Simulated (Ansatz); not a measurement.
Ansatz results at the PBE0-D4/def2-TZVP geometry: HOMO energy (PBE0/def2-TZVPP) -7.46 eV; LUMO energy (PBE0/def2-TZVPP) -0.70 eV; HOMO–LUMO gap (PBE/def2-TZVPP) 4.56 eV.

Each molecule was computed in one conformer, which needn't be the lowest.

Question: Which molecule gave them?
A. `C/C=N/C(=O)O`
B. `O=CS[SiH2]O`
C. `CC([SiH3])[TeH]`
D. `N[SiH2][SiH2]Cl`

Answer: D. The others give `CC([SiH3])[TeH]`: -6.15, -0.88, 3.42; `O=CS[SiH2]O`: -8.16, -1.45, 4.21; `C/C=N/C(=O)O`: -7.73, -1.28, 3.81.
